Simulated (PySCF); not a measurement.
# Unknown compound

The spectra below were simulated for a compound C2F6.

13C{1H} NMR (computed): δ 125.0 (C, m).

No solvent model, averaged over atoms made equivalent by symmetry, fast rotation or ring inversion, a single conformation, non-relativistic Hamiltonian. PBE0/pcSseg-1 with gauge-including orbitals; geometry: GFN2-xTB; couplings computed with B3LYP/pcJ-1; PySCF 2.14.

Shifts are taken against calculated references (same method and geometry level): 13C (186.93 ppm) against TMS.

Task: Propose a structure and justify it.

Result: 
- Rings plus π bonds: 0.
- 1 carbon signal for 2 carbons: some carbons are equivalent by symmetry or fast rotation.
- Carbon types of the structure: 2 × C.
- δC 125.0: CF3 carbon; 3 electronegative neighbours deshield it.

These data were computed for SMILES FC(F)(F)C(F)(F)F.

The data come from this structure; uniqueness wasn't tested.

Common functionals overestimate the size of one-bond C–F couplings by tens of Hz; these are unscaled. Shifts are as computed. Against solution values, carbons near 30 ppm lie about +3 ppm off and those near 130 ppm about +5 ppm. Of 1211 compounds with measured shifts, 218 miss one by over three times the rms of a fit or turn the order of signals round; such compounds aren't used in these exercises.
